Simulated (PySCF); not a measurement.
ClF, charge +1, doublet, geometry from GFN2-xTB (a state made from the parent by changing its charge; the spin is typed, not shown lowest); PySCF with CCSD(T)/STO-3G.

The PySCF input:
```python
from pyscf import gto, scf, cc

mol = gto.M(
    atom='''
F    -0.000000   -0.000000   -1.046101
Cl    0.000000    0.000000    0.553818
''',
    basis='sto-3g',
    charge=1,
    spin=1,
    verbose=4,
)

mf = scf.UHF(mol)
mf.kernel()

mycc = cc.CCSD(mf, frozen=6)
mycc.kernel()
et = mycc.ccsd_t()
print('E(CCSD(T)) = %.10f' % (mycc.e_tot + et))
```

What the program printed (banner, timings and long lists left out):

```
PySCF version 2.14.0

[INPUT] verbose = 4
[INPUT] num. atoms = 2
[INPUT] num. electrons = 25
[INPUT] charge = 1
[INPUT] spin (= nelec alpha-beta = 2S) = 1
[INPUT] symmetry False subgroup None
[INPUT] Mole.unit = angstrom
[INPUT] Symbol           X                Y                Z      unit          X                Y                Z       unit  Magmom
[INPUT]  1 F      0.000000000000   0.000000000000  -1.046101000000 AA    0.000000000000   0.000000000000  -1.976844388634 Bohr   0.0
[INPUT]  2 Cl     0.000000000000   0.000000000000   0.553818000000 AA    0.000000000000   0.000000000000   1.046564342854 Bohr   0.0

nuclear repulsion = 50.6051326790669
number of shells = 8
number of NR pGTOs = 42
number of NR cGTOs = 14
basis = sto-3g
ecp = {}

******** <class 'pyscf.scf.uhf.UHF'> ********
method = UHF
initial guess = minao
damping factor = 0
level_shift factor = 0
DIIS = <class 'pyscf.scf.diis.CDIIS'>
diis_start_cycle = 1
diis_space = 8
diis_damp = 0
SCF conv_tol = 1e-09
SCF conv_tol_grad = None
SCF max_cycles = 50
direct_scf = True
direct_scf_tol = 1e-13
number electrons alpha = 13  beta = 12
Set gradient conv threshold to 3.16228e-05
init E= -552.188551759569

cycle= 1 E= -552.092948789446  delta_E= 0.0956  |g|= 0.146  |ddm|= 1.64
cycle= 2 E= -552.111426762449  delta_E= -0.0185  |g|= 0.0491  |ddm|= 0.285
cycle= 3 E= -552.113655296548  delta_E= -0.00223  |g|= 0.0222  |ddm|= 0.0946
cycle= 4 E= -552.114465377107  delta_E= -0.00081  |g|= 0.0142  |ddm|= 0.043
cycle= 5 E= -552.114892257195  delta_E= -0.000427  |g|= 0.0148  |ddm|= 0.0246
cycle= 6 E= -552.111517891169  delta_E= 0.00337  |g|= 0.00818  |ddm|= 0.432
cycle= 7 E= -552.111995111855  delta_E= -0.000477  |g|= 0.0119  |ddm|= 0.235
cycle= 8 E= -552.111626580388  delta_E= 0.000369  |g|= 0.00778  |ddm|= 0.0509
cycle= 9 E= -552.111612267322  delta_E= 1.43e-05  |g|= 0.00753  |ddm|= 0.00291
cycle= 10 E= -552.111356516294  delta_E= 0.000256  |g|= 0.00104  |ddm|= 0.0858
cycle= 11 E= -552.111352248428  delta_E= 4.27e-06  |g|= 0.000289  |ddm|= 0.0116
cycle= 12 E= -552.111351763472  delta_E= 4.85e-07  |g|= 2.99e-05  |ddm|= 0.00373
cycle= 13 E= -552.111351757835  delta_E= 5.64e-09  |g|= 9.88e-06  |ddm|= 0.000572
cycle= 14 E= -552.111351757405  delta_E= 4.3e-10  |g|= 1.64e-07  |ddm|= 0.00013
Extra cycle  E= -552.111351757405  delta_E= 1.14e-13  |g|= 1.34e-07  |ddm|= 3.54e-07
converged SCF energy = -552.111351757405  <S^2> = 0.75419059  2S+1 = 2.0041862

******** <class 'pyscf.cc.uccsd.UCCSD'> ********
CC2 = 0
CCSD nocc = (np.int64(7), np.int64(6)), nmo = (8, 8)
frozen orbitals 6
max_cycle = 50
direct = 0
conv_tol = 1e-07
conv_tol_normt = 1e-06
diis_space = 6
diis_start_cycle = 0
diis_start_energy_diff = 1e+09
Init t2, MP2 energy = -0.0737470976864589
Init E_corr(UCCSD) = -0.0737470976864838
cycle = 1  E_corr(UCCSD) = -0.0854629908421858  dE = -0.0117158932  norm(t1,t2) = 0.054084
cycle = 2  E_corr(UCCSD) = -0.0881044757425787  dE = -0.0026414849  norm(t1,t2) = 0.0179447
cycle = 3  E_corr(UCCSD) = -0.0894075146765529  dE = -0.00130303893  norm(t1,t2) = 0.00883414
cycle = 4  E_corr(UCCSD) = -0.0895130310163986  dE = -0.00010551634  norm(t1,t2) = 0.00319765
cycle = 5  E_corr(UCCSD) = -0.0895433920911226  dE = -3.03610747e-05  norm(t1,t2) = 0.000762347
cycle = 6  E_corr(UCCSD) = -0.0895471761446725  dE = -3.78405355e-06  norm(t1,t2) = 0.000310682
cycle = 7  E_corr(UCCSD) = -0.0895469411142409  dE = 2.35030432e-07  norm(t1,t2) = 0.000163315
cycle = 8  E_corr(UCCSD) = -0.0895477830945847  dE = -8.41980344e-07  norm(t1,t2) = 3.65182e-05
cycle = 9  E_corr(UCCSD) = -0.0895480332790615  dE = -2.50184477e-07  norm(t1,t2) = 1.70658e-05
cycle = 10  E_corr(UCCSD) = -0.0895478851064641  dE = 1.48172597e-07  norm(t1,t2) = 4.33339e-06
cycle = 11  E_corr(UCCSD) = -0.089547854913182  dE = 3.01932821e-08  norm(t1,t2) = 2.01452e-06
cycle = 12  E_corr(UCCSD) = -0.0895479181184118  dE = -6.32052298e-08  norm(t1,t2) = 1.03516e-06
cycle = 13  E_corr(UCCSD) = -0.0895479197917601  dE = -1.67334825e-09  norm(t1,t2) = 2.95237e-07
UCCSD converged
E(UCCSD) = -552.2008996771966  E_corr = -0.08954791979176005
UCCSD(T) correction = -0.00182345733898147
E(CCSD(T)) = -552.2027231345
```
